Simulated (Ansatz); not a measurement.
`C[SiH2][Te][SiH3]`, relaxed with RKS PBE-D4/def2-SVP in Ansatz 0.2.0 from a rough embedded geometry. The force threshold is 0.03 eV/Å; the program also tests the step.

Total charge 0; spin multiplicity 1. Te: def2 effective core potential.

Start:

```xyz
12

C     1.100    0.446    1.334
Si   -0.691    0.004    1.271
Te   -1.686    1.123   -0.694
Si   -0.473   -0.277   -2.195
H     1.623    0.004    0.449
H     1.274    1.490    1.448
H     1.554   -0.069    2.270
H    -1.375    0.497    2.530
H    -0.847   -1.417    1.159
H    -0.680   -1.712   -1.884
H    -0.815   -0.056   -3.614
H     1.017   -0.033   -2.073
```

```csv
step,energy (eV),largest force (eV/Å),largest move (Å)
1,-24200.8141,2.170,0.000
2,-24201.0867,0.958,0.191
3,-24201.1414,0.259,0.104
4,-24201.1520,0.084,0.043
5,-24201.1528,0.022,0.007
```

End:

```xyz
12

C     1.160    0.423    1.414
Si   -0.682    0.029    1.292
Te   -1.781    1.145   -0.700
Si   -0.448   -0.323   -2.255
H     1.700    0.062    0.516
H     1.325    1.515    1.503
H     1.597   -0.076    2.304
H    -1.431    0.533    2.495
H    -0.887   -1.459    1.172
H    -0.691   -1.775   -1.945
H    -0.892   -0.020   -3.659
H     1.029   -0.053   -2.137
```

Hardware: 4 threads of a server CPU on a shared host. Wall time 7 s, peak host memory 0.17 GiB.
